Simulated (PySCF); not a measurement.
Cl3HOTi, charge -1, multiplicity 2. Atoms are numbered in the order given.

```xyz
6

Ti     0.0222    -0.2914     0.0000
Cl    -1.0203     0.6032    -1.9016
Cl     2.2753     0.2926     0.0000
Cl    -1.0203     0.6032     1.9016
O     -0.3966    -2.0832     0.0000
H     -1.3062    -2.4037     0.0000
```
Charge -1, spin multiplicity 2.

The structure is a stationary point at B3LYP-D3(BJ)/def2-SVPD. The multiplicity is an assumed one; other spin states were not compared. The isomer is the one that the SMILES or the coordinates give; other isomers of the formula were not compared. Other conformers were not sampled.

All values below come from M06-2X/def2-SVPD (PySCF).

Mulliken values depend strongly on the basis, most of all with diffuse functions as here. ESP charges are fitted to the potential on shells at 1.4 to 2.0 van der Waals radii. Atomic charges (e):

```json
[
 {"atom": "Ti1", "ESP fit": "0.85", "meta-Löwdin": "?", "Mulliken spin": "1.02"},
 {"atom": "Cl2", "ESP fit": "-0.52", "meta-Löwdin": "?", "Mulliken spin": "0.00"},
 {"atom": "Cl3", "ESP fit": "-0.45", "meta-Löwdin": "?", "Mulliken spin": "-0.01"},
 {"atom": "Cl4", "ESP fit": "-0.52", "meta-Löwdin": "?", "Mulliken spin": "0.00"},
 {"atom": "O5", "ESP fit": "-0.73", "meta-Löwdin": "?", "Mulliken spin": "-0.02"},
 {"atom": "H6", "ESP fit": "0.38", "meta-Löwdin": "?", "Mulliken spin": "0.01"}
]
```

Fill in the missing entries. (The exact figures need the calculation; the answer reports its results.)


- Ti1, meta-Löwdin: 1.39
- Cl2, meta-Löwdin: -0.64
- Cl3, meta-Löwdin: -0.63
- Cl4, meta-Löwdin: -0.64
- O5, meta-Löwdin: -0.80
- H6, meta-Löwdin: 0.32
